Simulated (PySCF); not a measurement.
Isomers of C6H18BN.

All values: CAM-B3LYP/def2-SVPD (PySCF) at PBE0-D3(BJ)/def2-SVP geometries, gas phase, one conformer each. Core orbitals are frozen in the response; Δα² is half the sum of the squared differences of the principal polarisabilities.

Question: Rank by vertical ionisation energy (ΔSCF), lowest first.
A. `[CH3:1][CH2:2][CH2:3][BH2-:4][N+:5]([CH3:6])([CH3:7])[CH3:8]` with C1–C2–C3–B4 180°, C2–C3–B4–N5 -178°
B. `[CH3:1][CH:2]([CH3:3])[BH2-:4][N+:5]([CH3:6])([CH3:7])[CH3:8]` with C1–C2–B4–N5 95°
C. `[BH3-:1][N@H+:2]([CH3:3])[CH:4]([CH2:5][CH3:6])[CH2:7][CH3:8]` with B1–N2–C4–C5 -162°, N2–C4–C5–C6 55°, N2–C4–C7–C8 -159°

Answer: B (9.05 eV), A (9.34 eV), C (9.93 eV).

Question: Rank by HOMO energy, lowest first.
A. `[CH3:1][CH2:2][CH2:3][BH2-:4][N+:5]([CH3:6])([CH3:7])[CH3:8]` with C1–C2–C3–B4 180°, C2–C3–B4–N5 -178°
B. `[CH3:1][CH2:2][CH2:3][B@H-:4]([NH3+:5])[CH:6]([CH3:7])[CH3:8]` with C1–C2–C3–B4 -178°, C2–C3–B4–N5 -65°, C3–B4–C6–C7 54°
C. `[BH3-:1][N+:2]([CH3:3])([CH3:4])[CH2:5][CH:6]([CH3:7])[CH3:8]` with B1–N2–C5–C6 -65°, N2–C5–C6–C7 136°

Answer: C (-9.00 eV), A (-8.71 eV), B (-8.41 eV).

All values together:

```csv
SMILES,μ (D),HOMO (eV),LUMO (eV),α (Å³),Δα (Å³),ΔSCF removal energy (eV)
CCC[B@H-]([NH3+])C(C)C,4.13,-8.41,0.47,15.20,3.33,8.97
CC(C)[BH2-][N+](C)(C)C,5.10,-8.44,0.98,14.85,2.48,9.05
CCC[BH2-][N+](C)(C)C,5.08,-8.71,0.99,14.97,3.31,9.34
[BH3-][N+](C)(C)CC(C)C,4.66,-9.00,1.03,14.81,2.37,9.90
[BH3-][N+](CC)(CC)CC,4.89,-8.91,1.04,14.67,1.42,9.81
[BH3-][N@H+](C)C(CC)CC,5.40,-8.97,0.91,14.86,1.84,9.93
```

Conformers: `[CH3:1][CH2:2][CH2:3][B@H-:4]([NH3+:5])[CH:6]([CH3:7])[CH3:8]` with C1–C2–C3–B4 -178°, C2–C3–B4–N5 -65°, C3–B4–C6–C7 54°; `[CH3:1][CH:2]([CH3:3])[BH2-:4][N+:5]([CH3:6])([CH3:7])[CH3:8]` with C1–C2–B4–N5 95°; `[CH3:1][CH2:2][CH2:3][BH2-:4][N+:5]([CH3:6])([CH3:7])[CH3:8]` with C1–C2–C3–B4 180°, C2–C3–B4–N5 -178°; `[BH3-:1][N+:2]([CH3:3])([CH3:4])[CH2:5][CH:6]([CH3:7])[CH3:8]` with B1–N2–C5–C6 -65°, N2–C5–C6–C7 136°; `[BH3-:1][N+:2]([CH2:3][CH3:4])([CH2:5][CH3:6])[CH2:7][CH3:8]` with B1–N2–C3–C4 -63°, B1–N2–C5–C6 179°, B1–N2–C7–C8 -56°; `[BH3-:1][N@H+:2]([CH3:3])[CH:4]([CH2:5][CH3:6])[CH2:7][CH3:8]` with B1–N2–C4–C5 -162°, N2–C4–C5–C6 55°, N2–C4–C7–C8 -159°.

Q: By how much does the ΔSCF value exceed −ε(HOMO) over the species that have both?

A: By 0.57 to 0.96 eV, 0.76 eV on average, over 6 species.
